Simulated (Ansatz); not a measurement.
Consider the ligand exchange at the Si–O bond: `OC[SiH2]O[SiH3]` + `N=C[SeH]` → `[SiH3]/N=C\[SeH]` + `OC[SiH2]O`.

Program: Ansatz. Geometries: PBE0-D4/def2-TZVP. ΔE: electronic, gas phase. CCSD(T)/CBS adds triple-zeta CCSD(T) − MP2 to the extrapolated MP2 energy (def2 sets, frozen cores). DFT in def2-TZVPP. B3LYP here is the variant with VWN-RPA as its local correlation; programs differ in this. For Se outer-core shells are correlated without core-valence functions, which leaves a few kJ/mol of doubt a bond. Scalar relativity is left out up to krypton. One conformer a species, not always the lowest.

**Question.** Is it downhill or uphill in electronic energy at CCSD(T)/CBS, and by how much? (Estimate.)

**Answer.** The calculation gave: Uphill: ΔE = +15.4 kcal/mol.

**Question.** What do these levels give: PBE-D4, ωB97X-V, ωB97M-V, PBE, r2SCAN, B3LYP, HF/def2-TZVPP, SCS-MP2/def2-TZVPP, CCSD/def2-TZVPP, MP2/def2-QZVPP, MP2/CBS(def2), CCSD/CBS(def2)? (Best estimate.)

**Answer.** The calculation gave: PBE-D4 11.2, ωB97X-V 16.2, ωB97M-V 15.9, PBE 11.0, r2SCAN 13.3, B3LYP 14.6, HF/def2-TZVPP 20.4, SCS-MP2/def2-TZVPP 16.5, CCSD/def2-TZVPP 17.1, MP2/def2-QZVPP 15.0, MP2/CBS(def2) 14.7, CCSD/CBS(def2) 16.6 kcal/mol.

Largest T1 diagnostic among the species: 0.013.

From PBE to PBE0 (25 % exact exchange), in def2-TZVPP and without D4, ΔE moves by +2.3 kcal/mol. In def2-TZVPP, CCSD(T) changes the Hartree–Fock value by −4.5 kcal/mol (the triples alone add −1.2 kcal/mol) and MP2 by −5.3 kcal/mol.
